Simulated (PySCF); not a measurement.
```xyz
5
charge -1 multiplicity 1, angstrom
La    0.0000    0.0000    0.0000
H     1.2842    1.2842    1.2842
H     1.2842   -1.2842   -1.2842
H    -1.2842   -1.2842    1.2842
H    -1.2842    1.2842   -1.2842
```

All numbers come from PBE0 in PySCF with La def2-TZVPD with ECP46, H def2-TZVPD; scalar-relativistic core potentials, no spin–orbit coupling; density-fitted integrals.

This geometry of LaH₄⁻ is a stationary point at this level.

**Question.** What is the point group?

**Answer.** Td.

**Question.** Is it a minimum?

**Answer.** Yes: all harmonic wavenumbers are real.

**Question.** Give the atomic charges and bond orders.

**Answer.** 
```
    atom  Mulliken  Löwdin  polar tensor  Mayer order to La1
     La1      0.64    0.40          1.53                   –
H2,3,4,5     -0.41   -0.35         -0.63                0.83
```

**Question.** Give the ideal-gas entropy at 298.15 K and 1 bar by parts.

**Answer.** translation 170.7, rotation 60.1, vibration 18.4, spin 0.0; total 249.2 J/(mol K).

Stability towards spin polarisation was not tested. This need not be the most stable arrangement of these atoms. The lowest empty level of this anion is unbound, so it and the gap depend on the basis.
